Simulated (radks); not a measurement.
Q: Radial electron density D(r) = 4 pi r^2 rho(r) of an atom or ion with 48 electrons. Method: Dirac Kohn-Sham, LDA (Slater exchange, Perdew-Wang correlation), spin-unpolarised, spherical densities, finite nucleus; Fermi nuclear charge, rms radius of each element as measured or else 0.836 A^(1/3) + 0.57 fm; computed with a radial shooting solver on a logarithmic mesh with Libxc functionals.

```
   r/bohr * D(r) (the largest magnitude, 77.9, reaches the edge; | marks zero)
 0.003453 |       *
 0.003988 |         *
 0.004643 |           *
 0.005362 |              *
 0.006242 |                 *
 0.007267 |                    *
 0.008393 |                        *
  0.00977 |                            *
  0.01128 |                                *
  0.01314 |                                    *
  0.01529 |                                        *
  0.01766 |                                          *
  0.02056 |                                           *
  0.02374 |                                           *
  0.02764 |                                         *
  0.03218 |                                       *
  0.03716 |                                     *
  0.04327 |                                     *
  0.04997 |                                      *
  0.05817 |                                          *
  0.06718 |                                              *
  0.07821 |                                                   *
  0.09105 |                                                      *
   0.1051 |                                                     *
   0.1224 |                                                *
   0.1414 |                                          *
   0.1646 |                                     *
   0.1916 |                                    *
   0.2213 |                                       *
   0.2576 |                                           *
   0.2975 |                                           *
   0.3463 |                                      *
      0.4 |                             *
   0.4656 |                   *
   0.5421 |             *
    0.626 |            *
   0.7288 |             *
   0.8417 |             *
   0.9798 |            *
    1.141 |         *
    1.317 |      *
    1.534 |    *
    1.771 |  *
    2.062 | *
      2.4 |*
    2.772 |*
    3.227 |*
    3.727 *
    4.339 *
    5.011 *
    5.833 *
    6.791 *
    7.843 *
     9.13 *
    10.54 *
    12.28 *
```

What is the nuclear charge?

A: Z = 48. The innermost maximum, from 1s, lies near gamma/Z bohr with gamma = sqrt(1 - (Z/c)^2) = 0.937, here 0.0195 bohr (found: 0.0214), and its height grows with Z. The density is that of neutral cadmium in [Kr] 4d8.5 5s2 5p1.5; the configuration itself is not fixed sharply by these data, and Z only to a few units. D(r) has 4 maxima, at r = 0.0214, 0.0940, 0.279, 0.822 bohr, and minima at 0.0422, 0.183, 0.621 bohr, inside which lie 2.03, 11.16, 29.05 electrons.
